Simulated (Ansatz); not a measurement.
```yaml
crystal:
  periodic: [true, true, true]
  atoms:
    - {symbol: N, position_ang: [-0.218089, 0.803883, -1.131416]}
    - {symbol: Si, position_ang: [-0.669335, 0.944365, 0.542488]}
    - {symbol: Si, position_ang: [0.400947, -1.087886, 1.044322]}
    - {symbol: Ga, position_ang: [0.745046, -0.775690, -1.319800]}
    - {symbol: H, position_ang: [-0.456077, 1.481665, -1.841131]}
    - {symbol: H, position_ang: [-2.145268, 0.976826, 0.765115]}
    - {symbol: H, position_ang: [-0.112981, 2.156302, 1.213827]}
    - {symbol: H, position_ang: [-0.465445, -2.218214, 1.476396]}
    - {symbol: H, position_ang: [1.590981, -1.023826, 1.935755]}
    - {symbol: H, position_ang: [1.330212, -1.257425, -2.685546]}
basis:
  gaussian: {orbitals: def2-SVP, point_charges: [{charge: -1.00, position_ang: [4.839, -0.700, 0.746]}]}
total_charge: 1
magnetization: {spin_polarized: true, initial_magnetization: 1}
hamiltonian: {xc: {name: PBEsol}, dispersion: d3bj}
```

```sh
$ ansatz run in.yaml --threads 4 --pin off --events-out ev --progress --plain --max-ram 10444MiB
```

Problem. How does Ansatz answer? (Estimate.)

Solution. Ansatz gave: The input was rejected before any iteration.
```
Error: YAML parse error: error: line 2 column 3: crystal: missing field `lattice` (a structure is typed as `lattice` and `atoms`, a molecule's as `atoms` in Å alone, or read from a run's directory, `checkpoint`)
 --> <input>:2:3
1 | crystal:
2 |   periodic: [true, true, true]
3 |   atoms:
4 |     - {symbol: N, position_ang: [-0.218089, 0.803883, -1.131416]}
```
